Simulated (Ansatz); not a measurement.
**Molecular dynamics of CH$_{5}$OSe**

Input:

```yaml
crystal:
  periodic: [false, false, false]
  atoms:
    - { symbol: H, position_ang: [-0.003309, -0.612324, -1.128002] }
    - { symbol: Se, position_ang: [2.266697, -1.031334, -0.669969] }
    - { symbol: O, position_ang: [-0.572962, -0.852882, -0.362245] }
    - { symbol: C, position_ang: [-0.912774, 0.329657, 0.347673] }
    - { symbol: H, position_ang: [2.290278, 0.212668, 0.145509] }
    - { symbol: H, position_ang: [-2.006876, 0.327912, 0.544108] }
    - { symbol: H, position_ang: [-0.66302, 1.257298, -0.210694] }
    - { symbol: H, position_ang: [-0.398034, 0.369105, 1.333718] }
magnetization:
  spin_polarized: true
  initial_magnetization: 1
basis:
  gaussian: { orbitals: def2-SVP }
hamiltonian:
  xc: pbe
md:
  timestep: 0.5
  n_steps: 200
  ensemble: nve
  temperature: 300.0
  initial_velocities: maxwell_boltzmann
  seed: 11018
```

Launched with:

```bash
$ ansatz run input.yaml --threads 2 --pin off --max-ram 3072MiB --backend cpu --events-out ev --progress --plain --runs-dir out
```

It starts at the highest image of a converged band, a first-order saddle point between two minima.

Output, in part (one step line in 3, the closing report, with atoms numbered from 0):

```
md step     0: t =     0.00 fs  T =   300.0 K  F+E_penalty+E_count = -68489.74420294 eV  E_kin = 0.232668 eV  conserved = -68489.51153495 eV  (82 SCF iters)
md step     3: t =     1.50 fs  T =   215.8 K  F+E_penalty+E_count = -68489.67779330 eV  E_kin = 0.167393 eV  conserved = -68489.51040011 eV  (39 SCF iters)
md step     6: t =     3.00 fs  T =   130.1 K  F+E_penalty+E_count = -68489.61039858 eV  E_kin = 0.100866 eV  conserved = -68489.50953261 eV  (37 SCF iters)
md step     9: t =     4.50 fs  T =   169.9 K  F+E_penalty+E_count = -68489.64236905 eV  E_kin = 0.131805 eV  conserved = -68489.51056399 eV  (37 SCF iters)
md step    12: t =     6.00 fs  T =   198.1 K  F+E_penalty+E_count = -68489.66427976 eV  E_kin = 0.153634 eV  conserved = -68489.51064545 eV  (39 SCF iters)
md step    15: t =     7.50 fs  T =   179.7 K  F+E_penalty+E_count = -68489.64964080 eV  E_kin = 0.139396 eV  conserved = -68489.51024477 eV  (36 SCF iters)
md step    18: t =     9.00 fs  T =   176.4 K  F+E_penalty+E_count = -68489.64702376 eV  E_kin = 0.136836 eV  conserved = -68489.51018785 eV  (37 SCF iters)
md step    21: t =    10.50 fs  T =   202.9 K  F+E_penalty+E_count = -68489.66790436 eV  E_kin = 0.157393 eV  conserved = -68489.51051143 eV  (37 SCF iters)
md step    24: t =    12.00 fs  T =   210.5 K  F+E_penalty+E_count = -68489.67393856 eV  E_kin = 0.163225 eV  conserved = -68489.51071392 eV  (37 SCF iters)
md step    27: t =    13.50 fs  T =   186.9 K  F+E_penalty+E_count = -68489.65506476 eV  E_kin = 0.144986 eV  conserved = -68489.51007840 eV  (39 SCF iters)
md step    30: t =    15.00 fs  T =   205.8 K  F+E_penalty+E_count = -68489.67027986 eV  E_kin = 0.159614 eV  conserved = -68489.51066564 eV  (39 SCF iters)
md step    33: t =    16.50 fs  T =   188.5 K  F+E_penalty+E_count = -68489.65704186 eV  E_kin = 0.146195 eV  conserved = -68489.51084711 eV  (39 SCF iters)
md step    36: t =    18.00 fs  T =   104.6 K  F+E_penalty+E_count = -68489.59096983 eV  E_kin = 0.081099 eV  conserved = -68489.50987079 eV  (38 SCF iters)
md step    39: t =    19.50 fs  T =    96.9 K  F+E_penalty+E_count = -68489.58479541 eV  E_kin = 0.075190 eV  conserved = -68489.50960572 eV  (38 SCF iters)
md step    42: t =    21.00 fs  T =   203.1 K  F+E_penalty+E_count = -68489.66819928 eV  E_kin = 0.157518 eV  conserved = -68489.51068146 eV  (84 SCF iters)
md step    45: t =    22.50 fs  T =   254.6 K  F+E_penalty+E_count = -68489.70885784 eV  E_kin = 0.197429 eV  conserved = -68489.51142913 eV  (38 SCF iters)
md step    48: t =    24.00 fs  T =   155.9 K  F+E_penalty+E_count = -68489.63095928 eV  E_kin = 0.120889 eV  conserved = -68489.51007058 eV  (38 SCF iters)
md step    51: t =    25.50 fs  T =   110.5 K  F+E_penalty+E_count = -68489.59529527 eV  E_kin = 0.085723 eV  conserved = -68489.50957198 eV  (38 SCF iters)
md step    54: t =    27.00 fs  T =   189.8 K  F+E_penalty+E_count = -68489.65822365 eV  E_kin = 0.147220 eV  conserved = -68489.51100393 eV  (38 SCF iters)
md step    57: t =    28.50 fs  T =   190.7 K  F+E_penalty+E_count = -68489.65878011 eV  E_kin = 0.147878 eV  conserved = -68489.51090217 eV  (39 SCF iters)
md step    60: t =    30.00 fs  T =   107.3 K  F+E_penalty+E_count = -68489.59313799 eV  E_kin = 0.083243 eV  conserved = -68489.50989487 eV  (37 SCF iters)
md step    63: t =    31.50 fs  T =    89.7 K  F+E_penalty+E_count = -68489.57933462 eV  E_kin = 0.069533 eV  conserved = -68489.50980187 eV  (38 SCF iters)
md step    66: t =    33.00 fs  T =   154.9 K  F+E_penalty+E_count = -68489.63074769 eV  E_kin = 0.120142 eV  conserved = -68489.51060531 eV  (38 SCF iters)
md step    69: t =    34.50 fs  T =   184.6 K  F+E_penalty+E_count = -68489.65392522 eV  E_kin = 0.143180 eV  conserved = -68489.51074559 eV  (39 SCF iters)
md step    72: t =    36.00 fs  T =   164.9 K  F+E_penalty+E_count = -68489.63797691 eV  E_kin = 0.127864 eV  conserved = -68489.51011277 eV  (38 SCF iters)
md step    75: t =    37.50 fs  T =   173.3 K  F+E_penalty+E_count = -68489.64518667 eV  E_kin = 0.134423 eV  conserved = -68489.51076340 eV  (38 SCF iters)
md step    78: t =    39.00 fs  T =   139.0 K  F+E_penalty+E_count = -68489.61835891 eV  E_kin = 0.107768 eV  conserved = -68489.51059064 eV  (38 SCF iters)
md step    81: t =    40.50 fs  T =    81.7 K  F+E_penalty+E_count = -68489.57325180 eV  E_kin = 0.063374 eV  conserved = -68489.50987775 eV  (38 SCF iters)
md step    84: t =    42.00 fs  T =   104.6 K  F+E_penalty+E_count = -68489.59124990 eV  E_kin = 0.081143 eV  conserved = -68489.51010668 eV  (42 SCF iters)
md step    87: t =    43.50 fs  T =   170.8 K  F+E_penalty+E_count = -68489.64332026 eV  E_kin = 0.132486 eV  conserved = -68489.51083420 eV  (38 SCF iters)
md step    90: t =    45.00 fs  T =   161.9 K  F+E_penalty+E_count = -68489.63643607 eV  E_kin = 0.125580 eV  conserved = -68489.51085565 eV  (38 SCF iters)
md step    93: t =    46.50 fs  T =    87.6 K  F+E_penalty+E_count = -68489.57763155 eV  E_kin = 0.067931 eV  conserved = -68489.50970009 eV  (39 SCF iters)
md step    96: t =    48.00 fs  T =   114.3 K  F+E_penalty+E_count = -68489.59867003 eV  E_kin = 0.088683 eV  conserved = -68489.50998709 eV  (38 SCF iters)
md step    99: t =    49.50 fs  T =   199.4 K  F+E_penalty+E_count = -68489.66584440 eV  E_kin = 0.154647 eV  conserved = -68489.51119775 eV  (38 SCF iters)
md step   102: t =    51.00 fs  T =   161.7 K  F+E_penalty+E_count = -68489.63626502 eV  E_kin = 0.125445 eV  conserved = -68489.51081972 eV  (38 SCF iters)
md step   105: t =    52.50 fs  T =    54.7 K  F+E_penalty+E_count = -68489.55213548 eV  E_kin = 0.042440 eV  conserved = -68489.50969554 eV  (43 SCF iters)
md step   108: t =    54.00 fs  T =    55.5 K  F+E_penalty+E_count = -68489.55280954 eV  E_kin = 0.043060 eV  conserved = -68489.50974977 eV  (34 SCF iters)
md step   111: t =    55.50 fs  T =   153.5 K  F+E_penalty+E_count = -68489.63006317 eV  E_kin = 0.119074 eV  conserved = -68489.51098926 eV  (38 SCF iters)
md step   114: t =    57.00 fs  T =   167.7 K  F+E_penalty+E_count = -68489.64094806 eV  E_kin = 0.130063 eV  conserved = -68489.51088502 eV  (42 SCF iters)
md step   117: t =    58.50 fs  T =   113.0 K  F+E_penalty+E_count = -68489.59748780 eV  E_kin = 0.087625 eV  conserved = -68489.50986300 eV  (39 SCF iters)
md step   120: t =    60.00 fs  T =   123.0 K  F+E_penalty+E_count = -68489.60590907 eV  E_kin = 0.095403 eV  conserved = -68489.51050603 eV  (42 SCF iters)
md step   123: t =    61.50 fs  T =   122.9 K  F+E_penalty+E_count = -68489.60596221 eV  E_kin = 0.095338 eV  conserved = -68489.51062457 eV  (42 SCF iters)
md step   126: t =    63.00 fs  T =    87.3 K  F+E_penalty+E_count = -68489.57771777 eV  E_kin = 0.067724 eV  conserved = -68489.50999398 eV  (42 SCF iters)
md step   129: t =    64.50 fs  T =   102.3 K  F+E_penalty+E_count = -68489.58954572 eV  E_kin = 0.079331 eV  conserved = -68489.51021495 eV  (43 SCF iters)
md step   132: t =    66.00 fs  T =   137.5 K  F+E_penalty+E_count = -68489.61749346 eV  E_kin = 0.106604 eV  conserved = -68489.51088940 eV  (39 SCF iters)
md step   135: t =    67.50 fs  T =   102.4 K  F+E_penalty+E_count = -68489.58985209 eV  E_kin = 0.079393 eV  conserved = -68489.51045918 eV  (42 SCF iters)
md step   138: t =    69.00 fs  T =    72.5 K  F+E_penalty+E_count = -68489.56582845 eV  E_kin = 0.056191 eV  conserved = -68489.50963749 eV  (43 SCF iters)
md step   141: t =    70.50 fs  T =   156.4 K  F+E_penalty+E_count = -68489.63196114 eV  E_kin = 0.121271 eV  conserved = -68489.51069009 eV  (40 SCF iters)
md step   144: t =    72.00 fs  T =   201.9 K  F+E_penalty+E_count = -68489.66790891 eV  E_kin = 0.156612 eV  conserved = -68489.51129677 eV  (39 SCF iters)
md step   147: t =    73.50 fs  T =   108.2 K  F+E_penalty+E_count = -68489.59409416 eV  E_kin = 0.083890 eV  conserved = -68489.51020405 eV  (39 SCF iters)
md step   150: t =    75.00 fs  T =    32.5 K  F+E_penalty+E_count = -68489.53468478 eV  E_kin = 0.025167 eV  conserved = -68489.50951772 eV  (34 SCF iters)
md step   153: t =    76.50 fs  T =    85.2 K  F+E_penalty+E_count = -68489.57627875 eV  E_kin = 0.066107 eV  conserved = -68489.51017140 eV  (41 SCF iters)
md step   156: t =    78.00 fs  T =   165.4 K  F+E_penalty+E_count = -68489.63935794 eV  E_kin = 0.128310 eV  conserved = -68489.51104822 eV  (39 SCF iters)
md step   159: t =    79.50 fs  T =   144.0 K  F+E_penalty+E_count = -68489.62225544 eV  E_kin = 0.111669 eV  conserved = -68489.51058674 eV  (38 SCF iters)
md step   162: t =    81.00 fs  T =    98.9 K  F+E_penalty+E_count = -68489.58654053 eV  E_kin = 0.076724 eV  conserved = -68489.50981687 eV  (43 SCF iters)
md step   165: t =    82.50 fs  T =   140.8 K  F+E_penalty+E_count = -68489.61975815 eV  E_kin = 0.109220 eV  conserved = -68489.51053798 eV  (38 SCF iters)
md step   168: t =    84.00 fs  T =   173.1 K  F+E_penalty+E_count = -68489.64507552 eV  E_kin = 0.134244 eV  conserved = -68489.51083200 eV  (39 SCF iters)
md step   171: t =    85.50 fs  T =   141.9 K  F+E_penalty+E_count = -68489.62030582 eV  E_kin = 0.110030 eV  conserved = -68489.51027586 eV  (39 SCF iters)
md step   174: t =    87.00 fs  T =   119.5 K  F+E_penalty+E_count = -68489.60283690 eV  E_kin = 0.092662 eV  conserved = -68489.51017440 eV  (39 SCF iters)
md step   177: t =    88.50 fs  T =   122.2 K  F+E_penalty+E_count = -68489.60528197 eV  E_kin = 0.094768 eV  conserved = -68489.51051362 eV  (38 SCF iters)
md step   180: t =    90.00 fs  T =   106.2 K  F+E_penalty+E_count = -68489.59265482 eV  E_kin = 0.082402 eV  conserved = -68489.51025264 eV  (39 SCF iters)
md step   183: t =    91.50 fs  T =   121.3 K  F+E_penalty+E_count = -68489.60382775 eV  E_kin = 0.094050 eV  conserved = -68489.50977743 eV  (42 SCF iters)
md step   186: t =    93.00 fs  T =   216.2 K  F+E_penalty+E_count = -68489.67862824 eV  E_kin = 0.167645 eV  conserved = -68489.51098356 eV  (39 SCF iters)
md step   189: t =    94.50 fs  T =   225.1 K  F+E_penalty+E_count = -68489.68571498 eV  E_kin = 0.174573 eV  conserved = -68489.51114172 eV  (38 SCF iters)
md step   192: t =    96.00 fs  T =   126.9 K  F+E_penalty+E_count = -68489.60821275 eV  E_kin = 0.098439 eV  conserved = -68489.50977394 eV  (39 SCF iters)
md step   195: t =    97.50 fs  T =   118.7 K  F+E_penalty+E_count = -68489.60186885 eV  E_kin = 0.092059 eV  conserved = -68489.50981013 eV  (39 SCF iters)
md step   198: t =    99.00 fs  T =   202.5 K  F+E_penalty+E_count = -68489.66793013 eV  E_kin = 0.157066 eV  conserved = -68489.51086380 eV  (38 SCF iters)
md step   200: t =   100.00 fs  T =   224.8 K  F+E_penalty+E_count = -68489.68547315 eV  E_kin = 0.174373 eV  conserved = -68489.51110037 eV  (88 SCF iters)
Total energy: -68489.68550105 eV, -2516.9495181872 hartree
Atom 0 at    -0.173072    -0.698745    -1.122640 Å, force     0.024243    -0.012090    -0.085220 eV/Å
Atom 1 at     2.299462    -1.028448    -0.673407 Å, force    -0.115416     0.093842    -0.016905 eV/Å
Atom 2 at    -0.731695    -0.886935    -0.338781 Å, force     0.219971     0.437113     0.292421 eV/Å
Atom 3 at    -0.922386     0.331718     0.361236 Å, force    -0.354120     0.660077     0.817937 eV/Å
Atom 4 at     2.423970     0.411567    -0.289901 Å, force    -0.024616    -0.132574     0.000232 eV/Å
Atom 5 at    -1.875612     0.876777     0.086839 Å, force     0.292001    -0.432707    -0.068078 eV/Å
Atom 6 at    -0.110457     1.098448     0.269631 Å, force     0.042938    -0.358325    -0.333396 eV/Å
Atom 7 at    -0.978827     0.156490     1.476005 Å, force    -0.085000    -0.255337    -0.606991 eV/Å
Dipole moment:    -0.058999     0.420238    -0.022670 e Å
```

All steps were run. The conserved energy stayed within 0.27 meV per atom of its start (net change 0.054 meV per atom), so the integration is sound. The temperature averaged 0.44 of the 300 K drawn at the start: a run that starts near a minimum puts about half its kinetic energy into the potential. A run of 0.1 ps of so small a system gives no equilibrium averages.

The step under study would form H1–O3 and break H1–Se2. These pairs go: H1–O3 0.98 → 0.98 Å, H1–Se2 2.35 → 2.53 Å. In the last frame they stand as after the step (other bonds may differ from the relaxed reactants and products). It ends as CH4O + HSe. Pairs count as bonded within 1.25 times the sum of covalent radii (0.12 Å more for H–H).

Last frame:

```xyz
8
Properties=species:S:1:pos:R:3
H -0.173 -0.699 -1.123
Se 2.300 -1.028 -0.673
O -0.732 -0.887 -0.339
C -0.922 0.332 0.361
H 2.424 0.412 -0.290
H -1.876 0.877 0.087
H -0.111 1.098 0.270
H -0.979 0.157 1.476
```

Run time: 3.4 min on 2 threads of Intel(R) Xeon(R) 6975P-C (Granite Rapids), with other jobs on the host, peak memory 0.18 GiB.
